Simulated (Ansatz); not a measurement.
input.yaml

```yaml
crystal:
  periodic: [false, false, false]
  atoms:
    - { symbol: C, position_ang: [-0.218321, 1.193875, -0.227926] }
    - { symbol: C, position_ang: [-0.198159, -0.135893, -0.189018] }
    - { symbol: "N", position_ang: [0.626423, -0.932345, 0.545951] }
    - { symbol: I, position_ang: [-1.565431, -1.240656, -1.372102] }
    - { symbol: H, position_ang: [-0.91772, 1.738152, -0.844678] }
    - { symbol: H, position_ang: [0.482912, 1.75989, 0.379724] }
    - { symbol: H, position_ang: [0.568739, -1.928974, 0.509187] }
    - { symbol: H, position_ang: [1.313757, -0.511248, 1.143062] }
basis:
  gaussian: { orbitals: def2-SVP }
hamiltonian:
  xc: { name: BHLYP }
phonons: {}
```

Command:

```bash
$ ansatz run input.yaml --threads 1 --pin off --max-ram 2048MiB --backend cpu --events-out ev --progress --plain --runs-dir out
```

Hardware: 1 thread of Intel(R) Xeon(R) Platinum 8488C (Sapphire Rapids), on a shared host.

Question: Roughly how long does this run take, and how much memory?

Answer: 2.4 min, with a peak of 0.2 GiB, for 0 ionic steps.
